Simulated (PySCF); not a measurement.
PySCF 2.14 output of an unrestricted LDA calculation on a single atom or ion in cc-pVDZ-PP with ECP28MDF (4s4p3d1f, 38 functions), with scalar relativity through the core potential:

```
SCF conv_tol = 1e-09
number electrons alpha = 9  beta = 8
    P. A. M. Dirac.,  Math. Proc. Cambridge Philos. Soc. 26, 376 (1930)
    F. Bloch.,  Z. Phys. 57, 545 (1929)
    S. H. Vosko, L. Wilk, and M. Nusair.,  Can. J. Phys. 58, 1200 (1980)
cycle= 1 E= -145.521942594615  delta_E= -0.0038  |g|= 0.143  |ddm|= 0.156
cycle= 2 E= -145.520962478195  delta_E= 0.00098  |g|= 0.158  |ddm|= 0.305
cycle= 3 E= -145.526979288802  delta_E= -0.00602  |g|= 0.00154  |ddm|= 0.166
cycle= 4 E= -145.526980054214  delta_E= -7.65e-07  |g|= 4.6e-05  |ddm|= 0.00121
cycle= 5 E= -145.526980055206  delta_E= -9.92e-10  |g|= 1.24e-05  |ddm|= 6.96e-05
converged SCF energy = -145.526980055206  <S^2> = 0.7504386  2S+1 = 2.0004385
```

The run itself started from symmetry-adapted Hartree-Fock orbitals and held the occupation by maximum overlap, on a logarithmic radial grid, so the iterations belong to that start.

Which element, charge and spin multiplicity is this?

Ag²⁺ (silver, charge +2), multiplicity 2; the state was [Kr] 4d9, 2D determinant.

Energies and moments cover only the electrons outside the core potential.
